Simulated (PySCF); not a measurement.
A calculated (B3LYP, PySCF 2.14, cc-pVDZ, the non-relativistic Hamiltonian (point nucleus)) atom or ion has these occupied shells.

```csv
shell,electrons,orbital energy (eV),"rms radius, mean of both spins (bohr)"
1s α,1,-6988.8,0.0684
1s β,1,-6988.8,0.0684
2s α,1,-838.22,0.293
2s β,1,-836.03,0.293
2p α,3,-725.43,0.262
2p β,3,-723.61,0.262
3s α,1,-116.84,0.882
3s β,1,-111.53,0.882
3p α,3,-83.507,0.938
3p β,3,-77.895,0.938
3d α,5,-29.421,1.21
3d β,1,-25.687,1.21
```

(1) Name the element and its charge.

Results:

(1) Fe²⁺ (iron, charge +2), in [Ar] 3d6, high-spin 5D determinant.
